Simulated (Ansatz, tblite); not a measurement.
Cost and result up the ladder for B7N7H20, a nanocrystal cut from zinc blende BN (hydrogen-capped) (34 atoms). Total charge 0; singlet. Geometry: PBE-D4/def2-SVP.

```
atom   x (Å)   y (Å)   z (Å)
  B1   0.442  -2.272  -0.714
  B2  -0.702   1.314   1.990
  B3  -1.357  -0.641   0.235
  B4   1.132  -0.378   0.940
  B5   1.831  -0.237  -1.568
  B6   0.028   1.388  -0.616
  B7  -0.666  -0.501  -2.274
  N8   0.623   0.512   2.232
  N9  -0.016  -1.353   0.564
 N10   0.664  -1.243  -1.882
 N11  -1.776   0.258   1.554
 N12  -0.441   2.214   0.732
 N13  -1.078   0.344  -0.932
 N14   1.315   0.598  -0.255
 H15  -0.480  -3.054  -0.954
 H16   1.486  -2.846  -0.398
 H17  -1.050   1.965   2.976
 H18  -2.297  -1.401   0.040
 H19   2.164  -0.929   1.302
 H20   2.870  -0.817  -1.249
 H21   1.997   0.578  -2.478
 H22   0.184   2.236  -1.486
 H23  -1.584  -1.288  -2.509
 H24  -0.491   0.315  -3.182
 H25   0.530  -0.119   3.042
 H26   1.390   1.142   2.513
 H27  -0.147  -2.066   1.293
 H28   0.954  -1.786  -2.705
 H29  -1.995  -0.386   2.328
 H30  -2.682   0.711   1.361
 H31  -1.278   2.770   0.497
 H32   0.269   2.933   0.935
 H33  -1.944   0.807  -1.238
 H34   2.104   1.235  -0.093
```

Ansatz on 2 threads of AMD EPYC 7R13 on a shared host and a share (18 GiB) of an NVIDIA H100 80GB HBM3; xTB runs through tblite on one thread. Times are rough, summed over both states, and most runs start from the orbitals of an earlier one. PBE0-D4/def2-TZVP serves as the yardstick here, not as an exact answer. The other state is a triplet.

The xTB rows come from tblite. Single mean-field runs in def2-TZVP are fitted with def2-universal-jkfit. HOMO above LUMO, or a gap near zero within one spin, warns that the state may not be the lowest or that an electron is smeared out.

xTB has no spin-polarisation term.

| level | functions | wall time | vertical triplet (eV) | difference from PBE0-D4/def2-TZVP (eV) | remarks |
| --- | --- | --- | --- | --- | --- |
| GFN2-xTB | 76 | 0.057 s | 8.45 | 3.10 | – |
| GFN1-xTB | 96 | 0.1 s | 7.03 | 1.68 | – |
| PBE-D4/def2-TZVP (with forces) | 554 | 57 s | 4.48 | -0.86 | gap within one spin near zero (triplet) |
| PBE0-D4/def2-TZVP | 554 | 1.7 min | 5.35 | 0.00 | – |
